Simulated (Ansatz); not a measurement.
Basis sets compared for the cluster Ge₃F₅. The state is a doublet with charge 0. Geometry r2SCAN-D4/def2-SVP. Ansatz on 4 threads of Arm Neoverse V1 on a shared host; times are rough, and most runs start from earlier orbitals.

```xyz
8

Ge    0.362   -0.810    1.626
Ge    1.118   -0.374   -1.652
Ge   -0.877    0.643   -0.242
F     1.067    0.600    2.398
F     1.735   -0.741    0.182
F     0.162   -1.863   -1.571
F    -2.470    0.198   -0.786
F    -1.096    2.347    0.046
```

The 6-31G sets use Cartesian d functions. The structure comes from a short search, and lower isomers may exist.

Binding counts from free atoms (Ge triplet, F doublet) in the same basis, without a counterpoise term.

```
           level  functions  energy (Eh)  HOMO (eV)  LUMO (eV)  binding per atom (eV)  wall time
       HF/STO-3G         79   -6645.4896      -5.24       2.24                   2.21      1.7 s
        HF/6-31G        132   -6722.3694      -9.10      -1.78                   2.03      3.2 s
 PBE-D4/def2-SVP        166   -6727.8647      -5.29      -4.69                   3.89      4.8 s
PBE0-D4/def2-SVP        166   -6727.9948      -6.41      -4.22                   3.62      8.5 s
```

Problem. Estimate the rows for HF/def2-TZVP, PBE-D4/def2-TZVP, PBE0-D4/def2-TZVP.

Solution. 
```json
{"level": "HF/def2-TZVP", "functions": "299", "energy (Eh)": "-6723.7132", "HOMO (eV)": "-9.02", "LUMO (eV)": "-1.22", "binding per atom (eV)": "2.35", "wall time": "37 s"}
{"level": "PBE-D4/def2-TZVP", "functions": "299", "energy (Eh)": "-6729.2839", "HOMO (eV)": "-5.48", "LUMO (eV)": "-4.83", "binding per atom (eV)": "3.85", "wall time": "9.5 s"}
{"level": "PBE0-D4/def2-TZVP", "functions": "299", "energy (Eh)": "-6729.4118", "HOMO (eV)": "-6.53", "LUMO (eV)": "-4.27", "binding per atom (eV)": "3.62", "wall time": "35 s"}
```
